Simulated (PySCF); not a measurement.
Rigid-rotor lines calculated for a species of formula C6H9Cl (commonest isotopes; B3LYP/def2-SVPD in PySCF (dipole) on a GFN2-xTB geometry, gas phase), labelled J(Ka,Kc):

| transition | MHz |
| --- | --- |
| 1(1,0) ← 0(0,0) | 6618.6 |
| 1(0,1) ← 0(0,0) | 3173.2 |
| 2(1,1) ← 1(1,0) | 6375.3 |
| 2(0,2) ← 1(0,1) | 6346.3 |
| 2(1,2) ← 1(1,1) | 6317.6 |

Problem. Find the rotational constants.

Solution. 1(0,1) ← 0(0,0) is B + C, 2(1,1) ← 1(1,0) is 3B + C and 2(1,2) ← 1(1,1) is B + 3C, so B − C is half the difference of the last two, 28.8 MHz. 1(1,0) ← 0(0,0) is A + B. A = 5017.6, B = 1601.0, C = 1572.2 MHz.

Problem. What moments of inertia, asymmetry and inertial defect follow?

Solution. I = 505379 MHz·u·Å² over each constant: Ia = 100.72, Ib = 315.66, Ic = 321.45 u·Å²; κ = (2B − A − C)/(A − C) = -0.983 (near-prolate asymmetric top); Δ = Ic − Ia − Ib = -94.93 u·Å².

Problem. Which dipole components do these lines need?

Solution. μa and μc (a-type: ΔKa even, ΔKc odd; c-type: ΔKa odd, ΔKc even). The calculation gives |μa| = 2.20 D, |μb| = 0.00 D, |μc| = 0.17 D.

Problem. Where do these fall, and of which type are they? 3(1,2) ← 2(1,1); 4(3,2) ← 3(2,2); 4(3,1) ← 3(3,0); 3(2,2) ← 2(1,2); 2(2,1) ← 1(1,1); 3(3,1) ← 3(2,1); 4(1,3) ← 3(0,3).

Solution. 
```tsv
transition	MHz	type	branch
3(1,2) ← 2(1,1)	9563	a	R
4(3,1) ← 3(3,0)	12693	a	R
4(1,3) ← 3(0,3)	16268	c	R
2(2,1) ← 1(1,1)	16654	c	R
3(3,1) ← 3(2,1)	17154	c	Q
3(2,2) ← 2(1,2)	19856	c	R
4(3,2) ← 3(2,2)	29848	c	R
```

Problem. Which structure gave them?

Solution. `Cl[C@H]1[C@@H]2CC[C@H]1C2`, point group Cs. Three constants can't fix a structure by themselves; this is the one that was computed:
```xyz
16
C6H9Cl angstrom
Cl    -2.770   -0.356   -0.749
C     -1.008   -0.502   -0.686
C     -0.258    0.837   -0.627
C      1.190    0.343   -0.630
C      1.059   -0.802    0.405
C     -0.430   -0.665    0.728
C     -0.581    0.858    0.876
H     -0.721   -1.224   -1.449
H     -0.515    1.659   -1.288
H      1.883    1.120   -0.309
H      1.501   -0.015   -1.610
H      1.300   -1.776   -0.018
H      1.680   -0.643    1.286
H     -0.862   -1.362    1.439
H     -1.598    1.170    1.092
H      0.122    1.368    1.530
```

Stationary, but not proved a minimum. No vibrational averaging or centrifugal distortion is included, and the geometry carries the error of its method. Quadrupole hyperfine structure (35Cl) is left out.

The run took 99 s wall, 89 s CPU on an Intel Xeon at 2.50 GHz with one thread, on a shared host, and the process peaked at 0.87 GiB of memory. This is the B3LYP/def2-SVPD job that gave the dipole, with the excitations it also computed.
